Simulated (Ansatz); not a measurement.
A single point on `CB1N[SiH2]1`.

```yaml
crystal:
  periodic: [false, false, false]
  atoms:
    - {symbol: C, position_ang: [-1.190182, 0.684239, -1.058673]}
    - {symbol: B, position_ang: [-0.118927, 0.085433, -0.108763]}
    - {symbol: N, position_ang: [0.362532, -1.154865, 0.263945]}
    - {symbol: Si, position_ang: [1.313813, -0.011246, 1.195391]}
    - {symbol: H, position_ang: [-1.890824, 1.309515, -0.497754]}
    - {symbol: H, position_ang: [-0.717653, 1.343525, -1.792958]}
    - {symbol: H, position_ang: [-1.760208, -0.078534, -1.596277]}
    - {symbol: H, position_ang: [0.178337, -2.122295, 0.043322]}
    - {symbol: H, position_ang: [1.137403, -0.102076, 2.669606]}
    - {symbol: H, position_ang: [2.768610, -0.004996, 0.885163]}
basis:
  gaussian: {orbitals: def2-TZVPP}
hamiltonian: {xc: pbe}
correlation: {method: rpa}
```

```sh
$ ansatz run in.yaml --threads 2 --pin off --events-out ev --progress --plain --max-ram 4352MiB
```

Output, abridged:

```
Functional definition: PBE
1269 factors; integrals over basis functions are off by at most 1.5e-3 eV
mean field evaluation 1: about -11154.8258 eV, gradient 8.9e1 eV
mean field evaluation 2: about -11154.8211 eV, gradient 8.9e1 eV
mean field evaluation 4: about -11168.7347 eV, gradient 3.4e1 eV
mean field evaluation 8: about -11171.9482 eV, gradient 4.5e-1 eV
mean field evaluation 16: about -11171.9480 eV, gradient 2.2e-4 eV
mean field -11171.94798733 eV, -410.5615159159 hartree, gradient 6.7e-6 eV, S^2 0.000000; 0 other end points of the search recorded, 0 dependent functions left out
8 core orbitals not correlated: weight in the atoms' cores, before any rotation towards them, 1.000 or more for the frozen orbitals, at most 0.000 for the correlated occupied ones
reference -11141.71729414 eV, -409.4505584324 hartree; 11, 11 occupied and 200, 200 virtual orbitals, 1269 factors
Total energy: -11169.84450583 eV, -410.4842143968 hartree
```

Hardware: 2 threads of an Arm Neoverse V2 on a shared host. Wall time 5.5 s, peak host memory 0.49 GiB.
